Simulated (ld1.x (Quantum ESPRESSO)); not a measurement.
## What the settings do to the PAW potential of boron (B)

Base potential:

B (Z = 5), PAW, made with ld1.x (Quantum ESPRESSO) 7.5 (PBE, scalar-relativistic). Core [He], reference 2s2 2p1. Waves: 2s (bound): rcut 1.30, rcutus 1.60 bohr; 2s channel at -0.1 Ry: rcut 1.30, rcutus 1.60 bohr; 2p (bound): rcut 2.60, rcutus 3.30 bohr; 2p channel at 1.85 Ry: rcut 2.60, rcutus 3.30 bohr; 3d channel at -0.1 Ry: rcut 3.30, rcutus 3.55 bohr; 3d channel at 1 Ry: rcut 3.30, rcutus 3.55 bohr. Local part: all-electron potential smoothed inside 2.50 bohr (lloc = -1). Core correction: a·sin(br)/r model core, default radius (core density twice the valence density). Augmentation charge: BESSEL, radius 1.50 bohr.

All-electron outer shells of the reference configuration (PBE, scalar-relativistic, ld1.x):

```csv
shell,level (eV),outermost node (bohr),outermost maximum (bohr)
1s,-180.59,–,0.21
2s,-9.44,0.46,1.52
2p,-3.61,–,1.57
```

Cutoffs, loose and tight: the cutoffs (Ry, on a coarse ladder) from which the occupation-weighted sum of valence levels, in a spherical-Bessel basis at the reference potential, stays within 10 and 1 mRy of its value at 400 Ry. They do not see the model core or the augmentation charge, which bear on the density cutoff. Test errors are all-electron minus pseudo excitation energies from the reference, over the configurations 2s2 2p0; 2s1 2p0; 2s2 2p0.5; 2s1 2p2; 2s0 2p3; 2s1 2p1; 2s2 2p1.3. A dash means not determined; rows that change the core or the reference have their own tests.

Cutoffs are not given where the Bessel-basis levels miss the radial ones by over 6 mRy, ghosts where they miss by over 20 mRy; a channel whose overlap is not positive is not tested.

The default core radius of the base comes out at 0.69 bohr.

| change | outcome | cutoff, loose | cutoff, tight | bound ghosts | largest test error (meV) |
| --- | --- | --- | --- | --- | --- |
| base | generated | 6 Ry | 8 Ry | none | +35 |
| removed wave 3d channel at 1 Ry: rcut 3.30, rcutus 3.55 bohr | generated | 6 Ry | 8 Ry | none | +35 |
| wave 3d channel at -0.1 Ry: rcut 3.30, rcutus 3.55 bohr becomes 3d channel at 3.87 Ry: rcut 3.30, rcutus 3.55 bohr | generated | 6 Ry | 8 Ry | none | +35 |
| local potential all-electron potential smoothed inside 2.80 bohr (lloc = -1) | generated | 6 Ry | 8 Ry | none | -15 |
| waves 2s (bound): rcut 0.94, rcutus 1.00 bohr; 2s channel at -0.1 Ry: rcut 0.94, rcutus 1.00 bohr | failed: new_paw_hamiltonian: negative rho | – | – | – | – |
| core correction a·sin(br)/r model core inside 0.80 bohr | generated | 6 Ry | 8 Ry | none | +37 |
| local potential all-electron potential smoothed inside 4.16 bohr (lloc = -1) | generated | 6 Ry | 8 Ry | none | -11 |
| waves 3d channel at -0.1 Ry: rcut 3.30, rcutus 3.62 bohr; 3d channel at 1 Ry: rcut 3.30, rcutus 3.62 bohr | generated | 6 Ry | 8 Ry | none | +35 |
| all radii but the core radius scaled by about 0.80 (s 1.28, p 2.62, d 2.82 bohr, rcut 1.04/2.06/2.62); local potential all-electron potential smoothed inside 1.98 bohr (lloc = -1); augmentation BESSEL, radius 1.20 bohr | generated | 15 Ry | 25 Ry | none | test run stopped at test 1 of 7 (negative rho) |
| waves 2p (bound): rcut 2.60, rcutus 3.04 bohr; 2p channel at 1.85 Ry: rcut 2.60, rcutus 3.04 bohr | generated | 6 Ry | 8 Ry | none | +17 |
| augmentation BG, radius 0.95 bohr | generated | 6 Ry | 8 Ry | none | test run stopped at test 1 of 7 (negative rho) |
| local potential all-electron potential smoothed inside 1.25 bohr (lloc = -1) | generated | 6 Ry | 8 Ry | none | +18 |

What comes out with this change to the base: type ultrasoft; waves now 2s (bound): rcut 1.30, rcutus 1.60 bohr; 2s channel at -0.1 Ry: rcut 1.30, rcutus 1.60 bohr; 2p (bound): rcut 2.60, rcutus 3.30 bohr; 2p channel at 1.85 Ry: rcut 2.60, rcutus 3.30 bohr; 3d channel at -0.1 Ry: rcut 3.30, rcutus 3.55 bohr; local potential all-electron potential smoothed inside 1.20 bohr (lloc = -1); augmentation PSQ, inside the norm-conserving radii?

outcome: generated, overlap not positive; bound ghosts: not determined (overlap not positive); largest test error (meV): +58. A file whose overlap is not positive is unfit for use, and its test errors describe a broken file.
